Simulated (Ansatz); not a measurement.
`[SiH3]CN[SiH2]Cl` + `OC1[SiH2]S1` → `[SiH3]OC1[SiH2]S1` + `CN[SiH2]Cl`  (ligand exchange at the Si–C bond)

Isolated molecules relaxed with PBE0-D4/def2-TZVP in Ansatz; ΔE leaves out vibrations. CBS: MP2 limit from def2 TZ/QZ plus the TZ coupled-cluster correction, frozen cores. DFT in def2-TZVPP. B3LYP here is the variant with VWN-RPA as its local correlation; programs differ in this. Each species was taken in one conformer, which may not be the lowest.

| level | ΔE (kJ/mol) | difference from CCSD(T)/CBS |
| --- | --- | --- |
| PBE-D4 | -81.8 | 12.9 |
| r2SCAN-D4 | -92.2 | 2.5 |
| PBE0-D4 | -86.1 | 8.6 |
| B3LYP-D4 | -95.6 | -0.9 |
| ωB97X-V | -93.4 | 1.3 |
| ωB97M-V | -92.5 | 2.2 |
| B2PLYP | -96.9 | -2.2 |
| PBE | -80.9 | 13.8 |
| r2SCAN | -91.9 | 2.8 |
| PBE0 | -85.2 | 9.5 |
| B3LYP | -94.1 | 0.6 |
| HF/def2-TZVPP | -107.4 | -12.7 |
| MP2/def2-TZVPP | -97.8 | -3.1 |
| SCS-MP2/def2-TZVPP | -100.4 | -5.7 |
| CCSD/def2-TZVPP | -96.1 | -1.4 |
| CCSD(T)/def2-TZVPP | -94.5 | 0.2 |
| HF/def2-QZVPP | -108.8 | -14.1 |
| MP2/def2-QZVPP | -98.3 | -3.6 |
| SCS-MP2/def2-QZVPP | -100.7 | -6.0 |
| HF/CBS(def2) | -109.0 | -14.3 |
| MP2/CBS(def2) | -97.9 | -3.2 |
| CCSD/CBS(def2) | -96.2 | -1.5 |
| CCSD(T)/CBS | -94.7 | 0 |

Largest T1 diagnostic among the species: 0.014.

From PBE to PBE0 (25 % exact exchange), in def2-TZVPP and without D4, ΔE moves by −4.3 kJ/mol. In def2-TZVPP, CCSD(T) changes the Hartree–Fock value by +12.9 kJ/mol (the triples alone add +1.6 kJ/mol) and MP2 by +9.6 kJ/mol.
